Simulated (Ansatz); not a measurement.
Ansatz (a quantum-chemistry and plane-wave program) input (CCSD(T)/aug-cc-pV(D+d)Z):
A basis named .json is the Basis Set Exchange file of that set.

Ansatz 0.2 input:
```yaml
crystal:
  periodic: [false, false, false]
  atoms:
    - {symbol: Al, position_ang: [0.03958841, 0.04681666, 1.24054005]}
    - {symbol: Al, position_ang: [-0.03958841, -0.04681666, -1.24054005]}
    - {symbol: H, position_ang: [1.32878707, -0.34647556, 2.14043714]}
    - {symbol: H, position_ang: [-1.19064031, 0.50984583, 2.18852106]}
    - {symbol: H, position_ang: [1.19064031, -0.50984583, -2.18852106]}
    - {symbol: H, position_ang: [-1.32878707, 0.34647556, -2.14043714]}
basis:
  gaussian:
    orbitals: aug-cc-pV_D+d_Z.json
total_charge: -1
magnetization: {spin_polarized: true, initial_magnetization: 1}
correlation: {method: ccsd_t, electrons: outside_noble_gas}
output: {forces: true}
```

End of the output:

```
integrals: 0.22 GiB planned
1016 factors; integrals over basis functions are off by at most 5.2e-4 eV
mean field: 0.29 GiB planned
mean field evaluation 1: about -13227.7489 eV, gradient 8.7e0 eV
mean field evaluation 2: about -13227.7487 eV, gradient 8.7e0 eV
mean field evaluation 4: about -13228.9539 eV, gradient 7.8e-1 eV
mean field evaluation 8: about -13228.9727 eV, gradient 6.8e-3 eV
mean field evaluation 16: about -13228.9727 eV, gradient 4.6e-6 eV
mean field evaluation 32: about -13227.1715 eV, gradient 5.7e-2 eV
mean field -13228.97266516 eV, -486.1557785248 hartree, gradient 4.6e-6 eV, S^2 0.766133; 2 other end points of the search recorded, 0 dependent functions left out
determinant -13228.97266516 eV, -486.1557785248 hartree, with singles and doubles -13234.44288167 eV, -486.3568052739 hartree
determinant -13227.26623287 eV, -486.0930682950 hartree, with singles and doubles -13232.37019119 eV, -486.2806353035 hartree
determinant -13227.17157645 eV, -486.0895897357 hartree, with singles and doubles -13232.26021848 eV, -486.2765938808 hartree
10 core orbitals not correlated
reference -13228.97266516 eV, -486.1557785248 hartree; 6, 5 occupied and 84, 85 virtual orbitals, 1016 factors
densities: 1.04 GiB planned
second order -4.22237997 eV of doubles, -0.00000000 eV of singles
coupled cluster: 0.62 GiB planned
cycle   1  -5.41985677 eV  change   -1.8e-1 eV  update   2.2e-2
cycle   2  -5.42452926 eV  change   -4.7e-3 eV  update   7.3e-3
cycle   3  -5.42808837 eV  change   -3.6e-3 eV  update   2.9e-3
cycle   4  -5.42947920 eV  change   -1.4e-3 eV  update   9.4e-4
cycle   5  -5.42956774 eV  change   -8.9e-5 eV  update   3.4e-4
cycle   6  -5.42958860 eV  change   -2.1e-5 eV  update   1.3e-4
cycle   7  -5.42961550 eV  change   -2.7e-5 eV  update   4.7e-5
cycle   8  -5.42962555 eV  change   -1.0e-5 eV  update   1.9e-5
cycle   9  -5.42962249 eV  change    3.1e-6 eV  update   6.9e-6
cycle  10  -5.42962029 eV  change    2.2e-6 eV  update   2.4e-6
cycle  11  -5.42961954 eV  change    7.5e-7 eV  update   8.4e-7
perturbative correction -0.14890736 eV, -0.0054722444 hartree
the calculation of the forces begins
Total energy: -13234.55119205 eV, -486.3607856069 hartree
Atom 0 at     0.039588     0.046817     1.240540 Å, force     0.006003     0.007099     0.188108 eV/Å
Atom 1 at    -0.039588    -0.046817    -1.240540 Å, force    -0.006003    -0.007099    -0.188108 eV/Å
Atom 2 at     1.328787    -0.346476     2.140437 Å, force     0.058290    -0.018148     0.033152 eV/Å
Atom 3 at    -1.190640     0.509846     2.188521 Å, force    -0.056105     0.020733     0.035335 eV/Å
Atom 4 at     1.190640    -0.509846    -2.188521 Å, force     0.056105    -0.020733    -0.035335 eV/Å
Atom 5 at    -1.328787     0.346476    -2.140437 Å, force    -0.058290     0.018148    -0.033152 eV/Å
Dipole moment:    -0.000000    -0.000000    -0.000000 e Å
```

It need not be the lowest isomer of its formula.
